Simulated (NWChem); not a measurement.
System: SeO₂, triplet; SMILES of the neutral closed-shell parent [Se](=O)=O

The following NWChem deck was run.

```
start job
memory heap 200 mb stack 700 mb global 900 mb
geometry units angstroms noautoz
  O      1.223318     0.000000    -0.706404
  Se     0.000000     0.000000     0.503111
  O     -1.223318     0.000000    -0.706404
end
basis spherical
  O library def2-tzvpp
  Se library def2-tzvpp
end
dft
  odft
  mult 3
  xc pbe0
  iterations 150
  mulliken
end
task dft energy
```

In the optimisation the excess spin sits in b1 and b2 (C2v, its own frame). Structure relaxed at the PBE-D3(BJ)/def2-SVP, spin-unrestricted level. The spin multiplicity was typed, not searched, and may not be the lowest. No stability test was run on the SCF state.

Problem. Give the results of this calculation. (PBE0/def2-TZVPP, spin-unrestricted.) Quantities: basis functions; energy (Ha); highest occupied level (eV); lowest empty minus highest occupied level, either spin (eV); dipole (D); <S²>.

Solution. 
* **number of basis functions**: 110
* **energy (Ha)**: -2551.49
* **highest occupied level (eV)**: -7.36
* **lowest empty minus highest occupied level, either spin (eV)**: 2.00
* **dipole (D)**: 3.14
* **<S²>**: 2.02
